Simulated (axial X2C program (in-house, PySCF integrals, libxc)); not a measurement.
ZrOH: properties at the nuclei

Computed with an in-house all-electron X2C program for linear molecules (integrals from PySCF): two-component X2C with atomic mean-field Coulomb and Gaunt terms, Gaussian nuclei, basis Zr dyall-v3z, O dyall-av3z, H dyall-v3z with contracted cores.

Zr–O–H held linear, with bonds 1.891 and 0.953 Å (near the PBE0 minimum at charge 0 of the determinant lowest at the starting distance; the state shown can have its own minimum elsewhere, held linear; other orders of the atoms were not compared).

Determinant lowest in the PBE0 search, Ω = 3/2 (⟨Sz⟩ = 1.50, ⟨Lz⟩ = 0.00 at PBE0), spin on the atoms Zr 1.51, O -0.01, H 0.00:

```csv
level,Eeff magnitude (GV/cm),Ws magnitude Zr (kHz),A∥/gI Zr (MHz),qzz Zr (a.u.),A∥/gI O (MHz),qzz O (a.u.),A∥/gI H (MHz),qzz H (a.u.),μ (D)
PBE0,2.27,0.688,888,0.41,0.111,1.24,0.151,0.51,-0.76
HF,3.1,0.938,687,-0.25,-5.59,1.29,0.118,0.51,-0.58
LDA,2.29,0.693,982,0.62,4.2,1.14,0.0694,0.52,-0.33
```

Determinant 0.08 eV from it at PBE0 and this distance, Ω = 3/2 (⟨Sz⟩ = -0.50, ⟨Lz⟩ = 2.00 at PBE0), spin on the atoms Zr -0.52, O 0.03, H 0.00:

```tsv
level	Eeff magnitude (GV/cm)	Ws magnitude Zr (kHz)	A∥/gI Zr (MHz)	qzz Zr (a.u.)	A∥/gI O (MHz)	qzz O (a.u.)	A∥/gI H (MHz)	qzz H (a.u.)	μ (D)
PBE0	2.17	0.688	333	-1.49	15.6	1.19	0.282	0.51	1.12
HF	6.72	2.23	63.9	-1.77	16.5	1.25	0.679	0.50	1.61
LDA	0.793	0.252	354	-0.97	9.82	1.09	0.55	0.51	0.88
```

Eeff is the effective electric field on the electron electric dipole moment in this Ω state and Ws the scalar–pseudoscalar constant of the nucleus named (defined with the proton number Z and per Ω); A∥ (defined per Ω) follows by multiplying with gI = μI/(I μN); qzz is the electric field gradient, eQq0 = 234.96 MHz × Q/barn × qzz; μ is positive if the H end (last atom) is positive. The operators were transformed with the bare-nucleus X2C matrices; with these basis sets, hyperfine constants and field gradients can be off by tens of per cent, and where levels differ in sign neither size nor sign is settled.

Task: With gI(91Zr) = -0.5214, Q(17O) = -0.02558 barn (g factors from the IAEA table of nuclear moments by Stone; Q from Pyykkö, Mol. Phys. 2018), turn the PBE0 values of the first state into constants in MHz.

Result: A∥(91Zr) = 888 × -0.5214 = -463 MHz; eQq0(17O) = 234.96 × (-0.02558) × (1.24) = -7.45 MHz.

The molecule was held linear; bending was not examined, so a bent shape may lie lower.

Each state is one determinant with collinear spin, which with several unpaired electrons need not be a pure state. Unrestricted Hartree–Fock can overshoot spin polarisation at the nuclei. This is the top spin component of a Σ state; components of lower Ω are not single determinants and can lie lower. With several open shells hyperfine constants can be off by a factor of several. Where Eeff spreads by more than a factor of two the levels disagree and none is to be relied on. At HF, LDA a later determinant lies lower. States lie within half an eV, so the first need not be the ground state. Where a field gradient or hyperfine factor spreads by more than a factor of two over the levels, a constant derived from it is not to be relied on. PBE0 term energies can be off by some tenths of an eV.
